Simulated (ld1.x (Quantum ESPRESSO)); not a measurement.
Before and after: TM semilocal potential for Tc (Z = 43)

Tc (Z = 43), norm-conserving Troullier–Martins (semilocal form), made with ld1.x (Quantum ESPRESSO) 7.5 (PBE, scalar-relativistic). Core [Kr], reference 4d5 5s1 5p1. Waves: 5p (bound): rc 3.85 bohr; 4d (bound): rc 2.30 bohr; 5s (bound): rc 2.20 bohr. Local part: the s channel. Core correction: none.

All-electron outer shells of the reference configuration (PBE, scalar-relativistic, ld1.x):

```json
{"shell": "4s", "level (eV)": "-74.85", "outermost node (bohr)": "0.50", "outermost maximum (bohr)": "0.95"}
{"shell": "4p", "level (eV)": "-46.82", "outermost node (bohr)": "0.51", "outermost maximum (bohr)": "1.03"}
{"shell": "4d", "level (eV)": "-8.04", "outermost node (bohr)": "0.50", "outermost maximum (bohr)": "1.27"}
{"shell": "5s", "level (eV)": "-5.96", "outermost node (bohr)": "1.28", "outermost maximum (bohr)": "2.69"}
{"shell": "5p", "level (eV)": "-2.10", "outermost node (bohr)": "1.45", "outermost maximum (bohr)": "3.58"}
```

Change: form changed from semilocal to separable (Kleinman–Bylander), still TM; local potential the d channel.

Cutoffs: the cutoffs (Ry, on a coarse ladder) from which the occupation-weighted sum of valence levels, in a spherical-Bessel basis at the reference potential, stays within 10 and 1 mRy of its value at 400 Ry; they do not see the model core or the augmentation charge, which bear on the density cutoff. Errors are all-electron minus pseudo energies relative to the spin-unpolarised reference configuration.

How do hardness, ghosts and transferability respond?

The potential gets neither clearly harder nor softer (35 Ry and 45 Ry → 35 Ry and 45 Ry); a bound ghost appears in p, s, which as a rule spoils a file; of the 7 tests that both files solve, the error grows in 1 and shrinks in 1 by more than 15 % and 0.3 meV (median size 6.0 → 5.7 meV). In the semilocal form every listed channel keeps its own potential, so the choice of the local channel does not act on these tests. It acts once the file is put into the separable form. A semilocal file is local in each channel, so a ghost entry of none says nothing of the separable form that plane-wave codes build from it.

```csv
quantity,base,changed
"cutoff, loose",35 Ry,35 Ry
"cutoff, tight",45 Ry,45 Ry
bound ghosts,none,"s, p"
"error for 4d5 5s2 5p0, meV [ΔE -3.75 eV]",+6.0,+5.7
"error for 4d5 5s1 5p0, meV [ΔE 4.40 eV]",+1.4,+1.3
"error for 4d5 5s0 5p0, meV [ΔE 19.25 eV]",+63,+63
"error for 4d4 5s2 5p0, meV [ΔE 7.89 eV]",-1.6,-23
"error for 4d3 5s0 5p0, meV [ΔE 89.99 eV]",+102,+102
"error for 4d5 5s0 5p2, meV [ΔE 3.96 eV]",+6.6,+5.1
"error for 4d5 5s1.5 5p0, meV [ΔE -0.47 eV]",+0.9,+0.9
s: phases at 4.19 bohr within 0.05 rad from the reference energy up to (Ry; the scan ends near 5),0.7,0.8
p: phases at 4.19 bohr within 0.05 rad from the reference energy up to (Ry; the scan ends near 5),1.1,1.7
d: phases at 4.19 bohr within 0.05 rad from the reference energy up to (Ry; the scan ends near 5),2.6,2.6
```

 A true bound ghost makes a file unfit for plane-wave use even where its test errors are small: the radial tests pick states by their node count and pass the ghost by.
